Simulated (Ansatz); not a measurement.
Ansatz (a program for electronic structure) input:

Ansatz 0.2 input:
```yaml
crystal:
  periodic: [false, false, false]
  atoms:
    - {symbol: Zr, position_ang: [-0.00000000, 0.00000000, 0.00000000]}
    - {symbol: F, position_ang: [1.88532173, -0.28673093, -0.17314437]}
    - {symbol: F, position_ang: [-0.88962451, -0.44385382, 1.63651876]}
    - {symbol: F, position_ang: [-0.99569722, 0.73058474, -1.46337439]}
basis:
  gaussian:
    orbitals: def2-TZVP
hamiltonian:
  xc: b3lyp
  dispersion: d3bj
magnetization: {spin_polarized: true, initial_magnetization: 1}
phonons: {temperatures: {t_min: 298.15, t_max: 298.15, t_step: 100}}
```

### Question
Predict the final energy.

### Answer
-346.96451 Eh (B3LYP-D3(BJ)/def2-TZVP). The basis has 133 functions.

The spin state was set by rule; other spins were not relaxed.
